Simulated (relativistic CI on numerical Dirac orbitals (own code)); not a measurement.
d1 to d9 in one octahedral field

Computed with a parametric ligand-field model without spin-orbit coupling, by exact diagonalisation: B = 560, C = 2510, 10Dq = 16500 cm⁻¹ (Oh; |10Dq|/B = 29.5) for every shell. Energies in cm⁻¹; the field energy is (0.6 n_e − 0.4 n_t2) × 10Dq of the ground term; g labels are left out.

```csv
Shell,Ground term,Electrons in e,Field energy,First spin-allowed bands,Lowest term of other spin
d1,2T2,0.000,-6600,2E 16500,
d2,3T1,0.023,-12826,"3T2 15332, 3T1 22564",1T2 8659
d3,4A2,0.000,-19800,"4T2 16500, 4T1 22308",2E 11733
d4,3T1,0.036,-25803,"3E 14348, 3T1 15003",5E 1479
d5,2T2,0.063,-31953,"2A2 13692, 2T1 13881",6A1 1241
d6,1A1,0.048,-38805,"1T1 14915, 1T2 22084",3T1 9523
d7,?,?,?,?,?
d8,3A2,2.000,-19800,"3T2 16500, 3T1 22308",1E 9388
d9,2E,3.000,-9900,2T2 16500,
```

Fill in the row of d7.

Ground term: 2E; Electrons in e: 1.036; Field energy: -29113; First spin-allowed bands: 2T1 14781, 2T2 15330; Lowest term of other spin: 4T1 4586. Low spin: d4, d5, d6, d7; the other shells keep the spin of the free ion. Only d4 to d7 can choose; the field needed to pair spins is smallest for d6 and largest for d5, which loses most exchange energy. In the strong-field picture 10Dq must exceed about 6B + 5C = 15910 (d4), 7.5B + 5C = 16750 (d5), 2.5B + 4C = 11440 (d6) and 4B + 4C = 12280 (d7); mixing of terms shifts these bounds somewhat.
